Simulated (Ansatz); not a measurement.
Breaking the N4–H6 bond in CH6InN (SMILES C[NH][InH2]) (multiplicity 1 held, fragments rigid). Energies count from the point at 1.009 Å.
Geometry at that point (charge 0, multiplicity 1):
```xyz
9

In    -0.0375     0.1049     0.6313
H     -1.3488     0.7549     1.5275
H      1.5170    -0.4462     1.1104
N     -0.3698    -0.0467    -1.3619
C      0.5271    -0.5498    -2.3858
H     -1.2572     0.2534    -1.7369
H      0.7661     0.2077    -3.1428
H      0.1169    -1.4218    -2.9107
H      1.4707    -0.8613    -1.9335
```

Restricted levels (R-, RO-) in cc, def2 and unpolarised 6-31G sets keep to the state of the molecule at rest. U- levels take the lowest unrestricted solution at each point, which mixes spins at long bonds. Levels need not reach the same state.

Correlated levels freeze the cores. Filled d and f shells under p-block atoms count as core.

Programs: Ansatz (a first-principles code).  In def2 rows elements past Kr take small-core potentials, without spin–orbit coupling.

Energies in kJ/mol.

```tsv
R (Å)	U-HF/def2-SVP	U-MP2/def2-SVP	U-CCSD/def2-SVP	R-CCSD(T)/def2-SVP	U-CCSD(T)/def2-SVP
0.807	143	157	156	158	158
0.908	26	33	33	33	33
1.009	0	0	0	0	0
1.110	23	16	16	15	15
1.211	70	57	56	54	54
1.362	160	137	135	131	131
1.514	254	242	216	209	210
1.766	338	404	337	319	325
2.018	367	460	419	393	408
2.321	379	484	464	438	461
2.725	377	499	484	447	489
3.229	374	497	483	420	488
```

Doubts at one or more of the structures used: a spin-contaminated determinant (U-HF/def2-SVP, U-MP2/def2-SVP, U-CCSD/def2-SVP, U-CCSD(T)/def2-SVP); T1 above 0.05 (U-CCSD/def2-SVP, R-CCSD(T)/def2-SVP, U-CCSD(T)/def2-SVP); a restricted determinant that unrestricted orbitals would lower (R-CCSD(T)/def2-SVP); other coupled-cluster roots lie near (R-CCSD(T)/def2-SVP).
